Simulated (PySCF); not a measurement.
# How methods differ on the excitation energy of Mn²⁺

Mn²⁺ [Ar] 3d5 (6S) → Mn²⁺ [Ar] 3d4 4p1 (high-spin determinant), as a difference of total energies. Computed with PySCF 2.14 in aug-cc-pwCVTZ-DK, with the spin-free X2C one-electron Hamiltonian (Gaussian nucleus). Correlated levels: valence: [Ar] frozen; valence and next inner shell: [Ne] frozen; nothing frozen. The calculations carry no spin-orbit coupling.

| method | excitation energy (eV) |
| --- | --- |
| UHF | 12.990 |
| LDA | 13.572 |
| PBE | 13.272 |
| PBE0 | 13.394 |
| r2SCAN | 13.394 |
| M06-L | 13.738 |
| wB97X-V | 13.456 |
| wB97M-V | 13.431 |
| MP2 (valence) | 13.607 |
| SCS-MP2 (valence) | 13.195 |
| MP2 (valence and next inner shell) | 13.965 |
| SCS-MP2 (valence and next inner shell) | 13.568 |
| MP2 (all electrons) | 13.991 |
| SCS-MP2 (all electrons) | 13.584 |

How much does correlation contribute at MP2 (all electrons)?

13.991 − (12.990) = 1.001 eV, measured against UHF.

A first-order spin-orbit estimate (lowest level to lowest level, LS coupling) adds -0.110 eV.

The determinant of the upper state mixes LS terms, which raises its energy above the lowest term, most at the Hartree-Fock and MP2 levels.
